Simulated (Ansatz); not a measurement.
A run for Ansatz (an electronic-structure program): R-B3LYP/def2-TZVPP on AlAsH4 (SMILES [AlH2][AsH2]), a point of a torsion scan.

Ansatz 0.2 input:
```yaml
crystal:
  periodic: [false, false, false]
  atoms:
    - {symbol: Al, position_ang: [-0.85590455, -0.01745813, -0.03215748]}
    - {symbol: As, position_ang: [1.53472471, -0.22183452, 0.03739594]}
    - {symbol: H, position_ang: [-1.80083464, -1.12513363, -0.59391775]}
    - {symbol: H, position_ang: [-1.71517415, 1.22238408, 0.35901404]}
    - {symbol: H, position_ang: [1.24150918, -1.07280717, -1.18764078]}
    - {symbol: H, position_ang: [1.45781554, 1.00490297, -0.85775889]}
basis:
  gaussian:
    orbitals: def2-TZVPP
hamiltonian:
  xc: {name: B3LYP}
scf: {lower_state_search: off}
```

Task: Give the final energy of this run.

Result: -2480.7724 hartree.
